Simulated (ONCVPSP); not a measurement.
Cu, ONCV: configuration errors across variants

```json
{
  "Element": "Cu",
  "Generator": "ONCVPSP 4.0.1",
  "Type": "optimised norm-conserving Vanderbilt (ONCV)",
  "Functional": "PBEsol",
  "Relativity": "fully relativistic",
  "Frozen core": "[Ne]",
  "Valence charge": "19",
  "Reference configuration": "3s2 3p6 3d10 4s1",
  "Partial waves": "3s+4s: rc 1.30 bohr, ncon 5, nbas 8, qcut 9.1 1/bohr, 2 projectors; 3p: rc 0.80 bohr, ncon 4, nbas 8, qcut 10.1 1/bohr, 2 projectors, debl 3.9 Ha; 3d: rc 1.50 bohr, ncon 4, nbas 8, qcut 11.8 1/bohr, 1 projector",
  "Local potential": "polynomial inside 0.75 bohr (lpopt 5, dvloc0 6 Ha)",
  "Core correction": "polynomial model core, fcfact 0.35"
}
```

Open shells are filled in proportion to 2j + 1.

All-electron excitation energies from the reference (eV): (1) 3s2 3p6 3d10 4s0 8.106; (2) 3s2 3p6 3d9 4s0 29.421; (3) 3s2 3p6 3d9 4s1 11.609.

2 further variants failed, have other tests or another functional or relativity, and are left out.

Errors AE − PS in meV (a dash: test not solved or not reliable):

```
      change   (1)  (2)   (3)  bound ghosts  GHOST(+) flags above zero
        base  +6.6  -11  -0.2          none                       none
p: qcut 10.9  +6.6  -11  -0.2          none                       none
p: qcut 11.7  +6.6  -11  -0.2          none                       none
```

(1) Give the same row for: p: ncon 5, nbas 9.

Answers

(1) +6.6, -11, -0.1; bound ghosts: none; GHOST(+) flags above zero: none.
